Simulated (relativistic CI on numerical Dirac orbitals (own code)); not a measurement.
Calculated at this level of theory: Dirac-Coulomb-Breit CI, orbitals from a KLI potential per configuration, model QED, unscaled Slater integrals (own radial code, finite nucleus).

The strongest absorption lines from the ground level of an ion, among the configurations computed and to levels below about 715 eV (vacuum wavelength in nm, gf): 2.4018 (0.8), 3.1275 (0.052), 3.4058 (0.06), 3.5075 (0.17), 3.5232 (0.73), 3.5658 (0.13), 3.6226 (1.1), 3.6968 (0.25).

(1) Which ion is it?
A. Os55+
B. Er47+
C. Er49+
D. Nd39+

Results:

(1) B. Er47+ has 21 electrons and the ground level 3s2 3p6 3d3 4F_3/2; the strongest line goes to 3s2 3p5 3d4 4G°_5/2. The pattern of lines fixes the number of electrons, and along that sequence the line energies rise steadily with the charge (about as its square where n changes within one kind of shell, about linearly where n is kept but much faster in heavy ions where fine structure, which grows about as Z⁴, sets the gap, and irregularly where shells cross), which fixes Z. Configurations outside the model, such as inner-shell arrays, can give stronger lines. At this charge energies of transitions that change n are usually good to better than 1 %, and those within a shell (Δn = 0) to a few per cent.

LS names give the leading component of a level, which can be under half, so a name can repeat, a term be missing and a line seem to break the LS rules.
